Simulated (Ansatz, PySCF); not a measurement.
Gas-phase reaction (SMILES): C[CH2][Ge]([Br])([Br])[Br] + 5 [H][H] (H2) -> 3 Br (HBr) + 2 C (CH4) + [GeH4] (GeH4); energy of full hydrogenation.

Each molecule is optimised on its own at B3LYP-D3(BJ)/def2-TZVP (Ansatz, a program for electronic structure), one conformer each, not searched for the lowest. Valence correlation only, unless marked. Spin-orbit coupling is left out. The frozen core is the preceding noble-gas configuration, with the filled d and f shells of earlier blocks. No relativistic terms. CBS(X,Y): correlation extrapolated as X^-3; Hartree-Fock from the larger set. Thermal terms are rigid-rotor harmonic-oscillator values from B3LYP-D3(BJ) frequencies (Ansatz or PySCF) at 298.15 K and 1 atm. 1 Eh = 627.5095 kcal/mol.

```tsv
species	E, CCSD(T)/CBS(cc-pVTZ,cc-pVQZ) (Ansatz) (Eh)	E, PBE-D3(BJ)/def2-TZVPD (Ansatz + dftd3) (Eh)	H - E (Eh)
C[CH2][Ge]([Br])([Br])[Br]	-9872.83910	-9877.30411	0.07941
[H][H] (H2)	-1.17450	-1.16598	0.01336
Br (HBr)	-2573.28320	-2574.36932	0.00927
C (CH4)	-40.45816	-40.46420	0.04840
[GeH4] (GeH4)	-2077.90558	-2079.05959	0.03354
```

Work out ΔE and ΔH at 298.15 K at the first level, then ΔH at the second.


1. ΔE = [3×(-2573.28320) + 2×(-40.45816) + (-2077.90558)] - [(-9872.83910) + 5×(-1.17450)] = 0.04010 Eh = 25.2 kcal/mol at CCSD(T)/CBS(cc-pVTZ,cc-pVQZ).
2. The terms H - E add up to 0.01194 Eh, so ΔH = (0.04010 + (0.01194))×627.5095 = 32.7 kcal/mol.
3. At PBE-D3(BJ)/def2-TZVPD the same steps give ΔE = 23.9 and ΔH = 31.4 kcal/mol, a shift of -1.3 from the first level.
4. These values are not checked against measurement here, since the tables used lack a sound gas-phase enthalpy of formation for at least one species.
